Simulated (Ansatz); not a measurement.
The cluster K₆F₅⁺. The state is a singlet with charge 1. Geometry PBE0-D4/def2-SVP, basis def2-TZVP, Ansatz.

```xyz
11

K     1.5648   -2.4896   -0.1375
K    -1.9102    3.1680    0.1526
K     0.7097    0.1884    2.1372
K    -1.8534   -3.1305    0.6941
K    -0.2780   -0.1926   -2.2335
K     1.5216    2.4580   -0.5576
F    -0.0089    2.4170    1.4156
F    -0.6994    2.1511   -1.6564
F     0.0343   -2.1437    1.8055
F    -0.6616   -2.4100   -1.2646
F     1.5811   -0.0162   -0.3555
```

| run | HOMO (eV) | LUMO (eV) |
| --- | --- | --- |
| A | -13.42 | -2.07 |
| B | -8.70 | -3.80 |
| C | -10.55 | -3.22 |
| D | -9.03 | -3.13 |

LC-ωPBE has ω = 0.4 bohr⁻¹. Another isomer (singlet) lies 0.04 eV lower at PBE0-D4/def2-TZVP; other spin states weren't run for this one.

Task: The runs used LC-ωPBE, PBE, PBE0, r2SCAN. Estimate which is which.

Result: A LC-ωPBE (range-separated); B PBE (0 % exact exchange); C PBE0 (25 % exact exchange); D r2SCAN (0 % exact exchange). Exact exchange lowers occupied and raises empty levels; among semilocal functionals meta-GGAs tend to open the gap a little, and such runs are hard to tell apart. The gap grows from 4.90 eV (PBE) to 11.36 eV (LC-ωPBE).
